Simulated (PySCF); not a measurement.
A run for PySCF: R-B3LYP/3-21G on ClHSSi (SMILES S[Si]Cl), a point of a torsion scan.

```python
from pyscf import gto, scf, dft, mp
from pyscf.data.elements import chemcore

mol = gto.M(
    atom='''
    S    -1.22686753    0.42146519    0.39825580
    Si    0.78246694    0.95143632   -0.25249612
    Cl    1.17783057   -0.52873487   -1.63644346
    H    -1.41210338   -0.65417176   -0.35562288
    ''',
    basis='3-21g',
    charge=0, spin=0, verbose=3, max_memory=1800)
mf = dft.RKS(mol, xc='b3lyp')
mf.conv_tol = 1e-8
mf.max_cycle = 100
mf.kernel()
if not mf.converged:
    mf = mf.newton().run(mf.mo_coeff, mf.mo_occ)
```

It printed:

```
converged SCF energy = -1142.82516803106
```

The calculation finished and met its thresholds.

Cost: roughly 10 core-seconds.
